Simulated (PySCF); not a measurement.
CH₅BrGaN. Atoms are numbered in the order given.

```xyz
9

Ga     0.5466     0.5322     0.1300
Br    -1.0877    -1.0633    -0.2564
C      0.5140     2.2330    -0.8383
H      0.5605     2.0414    -1.9212
H      1.3592     2.8747    -0.5480
H     -0.4291     2.7595    -0.6260
N      1.7556    -0.0013     1.3660
H      2.5491     0.5526     1.6747
H      1.7115    -0.9031     1.8317
```

Coordinates come from a TPSSh-D3(BJ)/def2-SVP optimisation. The structure was generated by enumeration; whether it is a known compound was not checked. Other conformers were not sampled.

Calculation: PBE/def2-TZVP run with PySCF.

ESP charges are fitted to the potential on shells at 1.4 to 2.0 van der Waals radii. Atomic charges (e):

```
atom  meta-Löwdin  Mulliken  ESP fit  Löwdin
----  -----------  --------  -------  ------
Ga1          0.59      0.46     0.76   -0.09
Br2         -0.29     -0.31    -0.30    0.13
C3          -0.56     -0.50    -0.65   -0.49
H4           0.14      0.15     0.15    0.14
H5           0.14      0.14     0.19    0.13
H6           0.14      0.15     0.15    0.14
N7          -0.63     -0.56    -1.11   -0.28
H8           0.24      0.23     0.42    0.16
H9           0.24      0.24     0.40    0.16
```
